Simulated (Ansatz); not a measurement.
A nudged elastic band was laid between two geometries of C₂H₉Al₂FN₂ (16 atoms, charge 0, multiplicity 1).

Level of theory: RKS PBE0/6-31G in Ansatz.

```json
{
 "movable images": "7",
 "climbing image": "yes",
 "spring": "5.0 eV/Å²",
 "optimiser": "quadratic models (default)",
 "start path": "IDPP",
 "force threshold": "0.05 eV/Å",
 "iteration limit": "16",
 "end points": "relaxed"
}
```

First end point:

```xyz
16
Properties=species:S:1:pos:R:3
C 0.563 -1.825 0.241
N 0.608 -0.438 -0.245
Al 1.853 0.125 -1.464
C -0.091 0.499 0.528
N -1.019 1.404 -0.289
F 0.845 1.457 1.125
Al -1.930 0.445 1.304
H -0.454 -2.230 0.177
H 1.219 -2.448 -0.375
H 0.900 -1.895 1.282
H 2.868 -0.998 -1.990
H 1.745 1.625 -2.016
H -0.788 2.392 -0.220
H -1.159 1.103 -1.249
H -2.289 1.487 2.466
H -2.894 -0.726 0.770
```

Last end point:

```xyz
16
Properties=species:S:1:pos:R:3
C 0.536 -1.845 0.127
N 0.537 -0.457 -0.355
Al 1.558 0.083 -1.776
C 0.022 0.496 0.535
N -1.012 1.434 -0.095
F 1.082 1.422 0.948
Al -1.643 0.495 1.638
H 1.042 -2.484 -0.603
H 1.061 -1.937 1.085
H -0.487 -2.216 0.255
H 2.436 -1.060 -2.478
H 1.392 1.589 -2.295
H -0.742 2.414 -0.068
H -1.334 1.146 -1.014
H -1.747 1.543 2.846
H -2.724 -0.644 1.295
```

Task: Which bonds break or form, and what moves?

Result: No bond is made or broken. The dihedral H10–C1–N2–Al3 goes from 108 to -131°. The two ends are copies of one structure, up to a mirror image or an exchange of like atoms.

Task: Give the energies along the band, and the barrier.

Result: The forces met the threshold. The highest image is number 4 of 0 to 8, 0.061 eV above the ends, which have the same energy within 2 meV. A vibrational analysis at the climbing image gives one clearly imaginary mode, 142i cm⁻¹: a first-order saddle point. Limits of this set-up: no polarisation functions.

```json
{"image": "0", "path coordinate (Å)": "0.00", "energy (eV)": "0.000", "dihedral H10–C1–N2–Al3 (°)": "108"}
{"image": "1", "path coordinate (Å)": "0.46", "energy (eV)": "0.009", "dihedral H10–C1–N2–Al3 (°)": "124"}
{"image": "2", "path coordinate (Å)": "0.91", "energy (eV)": "0.031", "dihedral H10–C1–N2–Al3 (°)": "139"}
{"image": "3", "path coordinate (Å)": "1.37", "energy (eV)": "0.053", "dihedral H10–C1–N2–Al3 (°)": "154"}
{"image": "4", "path coordinate (Å)": "1.83", "energy (eV)": "0.061", "dihedral H10–C1–N2–Al3 (°)": "169"}
{"image": "5", "path coordinate (Å)": "2.28", "energy (eV)": "0.053", "dihedral H10–C1–N2–Al3 (°)": "-177"}
{"image": "6", "path coordinate (Å)": "2.73", "energy (eV)": "0.032", "dihedral H10–C1–N2–Al3 (°)": "-162"}
{"image": "7", "path coordinate (Å)": "3.18", "energy (eV)": "0.009", "dihedral H10–C1–N2–Al3 (°)": "-147"}
{"image": "8", "path coordinate (Å)": "3.63", "energy (eV)": "0.000", "dihedral H10–C1–N2–Al3 (°)": "-131"}
```

Task: What is the geometry of the highest image?

Result: 
```xyz
16
Properties=species:S:1:pos:R:3
C 0.555 -1.866 0.126
N 0.534 -0.469 -0.335
Al 1.566 0.085 -1.749
C 0.013 0.493 0.536
N -1.013 1.429 -0.117
F 1.070 1.431 0.943
Al -1.665 0.524 1.621
H 0.046 -2.525 -0.584
H 1.576 -2.237 0.270
H 0.031 -1.934 1.085
H 2.488 -1.036 -2.427
H 1.370 1.581 -2.287
H -0.736 2.408 -0.109
H -1.334 1.124 -1.031
H -1.776 1.588 2.813
H -2.747 -0.617 1.290
```

Task: What are the harmonic wavenumbers there?

Result: 142i, 57, 113, 148, 190, 255, 256, 298, 345, 398, 427, 442, 486, 499, 588, 591, 610, 654, 688, 709, 744, 865, 908, 1000, 1107, 1145, 1167, 1195, 1322, 1498, 1536, 1554, 1630, 1875, 1898, 1904, 1920, 3055, 3132, 3159, 3529, 3664 cm⁻¹.

The band took 4 iterations and about 9 core-minutes.

Run time: 8.6 min on 1 thread of Arm Neoverse N1, with other jobs on the host, peak memory 0.27 GiB.
